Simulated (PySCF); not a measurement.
SMILES C[Si](C)(C)[SiH2]C(F)(F)F, GFN2-xTB optimised geometry.

```
20

C      1.88    -1.06     0.00
Si    -0.03    -1.06     0.00
C     -0.67    -2.00     1.54
C     -0.66    -1.93    -1.58
Si    -0.85     1.13     0.00
C     -0.05     1.99     1.56
F     -0.32     1.33     2.71
F     -0.47     3.26     1.75
F      1.30     2.05     1.48
H      2.27    -0.59    -0.89
H      2.27    -0.52     0.86
H      2.28    -2.07     0.04
H     -1.76    -2.08     1.53
H     -0.27    -3.00     1.59
H     -0.39    -1.48     2.45
H     -1.75    -1.96    -1.61
H     -0.32    -2.96    -1.62
H     -0.32    -1.43    -2.48
H     -0.46     2.07    -1.06
H     -2.28     1.38     0.26
```

Density from PBE/def2-SVP (PySCF) at that geometry.

Minimum of the electron density along straight lines between bonded atoms, close to the bond critical point (lines longer than 1.1 times the sum of covalent radii, or with two minima, are not listed):

```json
[
 {"bond": "C1–Si2", "length / Å": "1.911", "ρ at the minimum / e bohr⁻³": "0.108", "∇²ρ there / e bohr⁻⁵": "0.29", "position (fraction from the first atom)": "0.62"},
 {"bond": "Si2–C3", "length / Å": "1.912", "ρ at the minimum / e bohr⁻³": "0.108", "∇²ρ there / e bohr⁻⁵": "0.28", "position (fraction from the first atom)": "0.38"},
 {"bond": "Si2–C4", "length / Å": "1.910", "ρ at the minimum / e bohr⁻³": "0.108", "∇²ρ there / e bohr⁻⁵": "0.29", "position (fraction from the first atom)": "0.38"},
 {"bond": "Si2–Si5", "length / Å": "2.340", "ρ at the minimum / e bohr⁻³": "…", "∇²ρ there / e bohr⁻⁵": "…", "position (fraction from the first atom)": "0.35"},
 {"bond": "Si5–C6", "length / Å": "1.952", "ρ at the minimum / e bohr⁻³": "0.104", "∇²ρ there / e bohr⁻⁵": "0.29", "position (fraction from the first atom)": "0.38"},
 {"bond": "C6–F7", "length / Å": "1.354", "ρ at the minimum / e bohr⁻³": "0.265", "∇²ρ there / e bohr⁻⁵": "-0.23", "position (fraction from the first atom)": "0.35"},
 {"bond": "C6–F8", "length / Å": "1.346", "ρ at the minimum / e bohr⁻³": "0.270", "∇²ρ there / e bohr⁻⁵": "…", "position (fraction from the first atom)": "0.34"},
 {"bond": "C6–F9", "length / Å": "1.353", "ρ at the minimum / e bohr⁻³": "0.266", "∇²ρ there / e bohr⁻⁵": "-0.23", "position (fraction from the first atom)": "0.35"},
 {"bond": "C1–H10", "length / Å": "1.086", "ρ at the minimum / e bohr⁻³": "0.270", "∇²ρ there / e bohr⁻⁵": "-0.95", "position (fraction from the first atom)": "0.63"},
 {"bond": "C1–H11", "length / Å": "1.086", "ρ at the minimum / e bohr⁻³": "0.271", "∇²ρ there / e bohr⁻⁵": "-0.97", "position (fraction from the first atom)": "0.63"},
 {"bond": "C1–H12", "length / Å": "1.087", "ρ at the minimum / e bohr⁻³": "0.269", "∇²ρ there / e bohr⁻⁵": "-0.95", "position (fraction from the first atom)": "0.63"},
 {"bond": "C3–H13", "length / Å": "1.086", "ρ at the minimum / e bohr⁻³": "0.270", "∇²ρ there / e bohr⁻⁵": "-0.95", "position (fraction from the first atom)": "0.63"},
 {"bond": "C3–H14", "length / Å": "1.087", "ρ at the minimum / e bohr⁻³": "0.269", "∇²ρ there / e bohr⁻⁵": "-0.95", "position (fraction from the first atom)": "0.63"},
 {"bond": "C3–H15", "length / Å": "1.086", "ρ at the minimum / e bohr⁻³": "0.271", "∇²ρ there / e bohr⁻⁵": "-0.97", "position (fraction from the first atom)": "0.63"},
 {"bond": "C4–H16", "length / Å": "1.086", "ρ at the minimum / e bohr⁻³": "0.270", "∇²ρ there / e bohr⁻⁵": "-0.95", "position (fraction from the first atom)": "0.63"},
 {"bond": "C4–H17", "length / Å": "1.086", "ρ at the minimum / e bohr⁻³": "0.270", "∇²ρ there / e bohr⁻⁵": "-0.95", "position (fraction from the first atom)": "0.63"},
 {"bond": "C4–H18", "length / Å": "1.086", "ρ at the minimum / e bohr⁻³": "0.270", "∇²ρ there / e bohr⁻⁵": "-0.95", "position (fraction from the first atom)": "0.63"},
 {"bond": "Si5–H19", "length / Å": "1.467", "ρ at the minimum / e bohr⁻³": "0.115", "∇²ρ there / e bohr⁻⁵": "0.31", "position (fraction from the first atom)": "0.49"},
 {"bond": "Si5–H20", "length / Å": "1.468", "ρ at the minimum / e bohr⁻³": "0.115", "∇²ρ there / e bohr⁻⁵": "0.31", "position (fraction from the first atom)": "0.49"}
]
```

Q: Some entries are withheld; supply them.

A: 
- Si2–Si5, ρ at the minimum / e bohr⁻³: 0.090
- Si2–Si5, ∇²ρ there / e bohr⁻⁵: -0.04
- C6–F8, ∇²ρ there / e bohr⁻⁵: -0.21
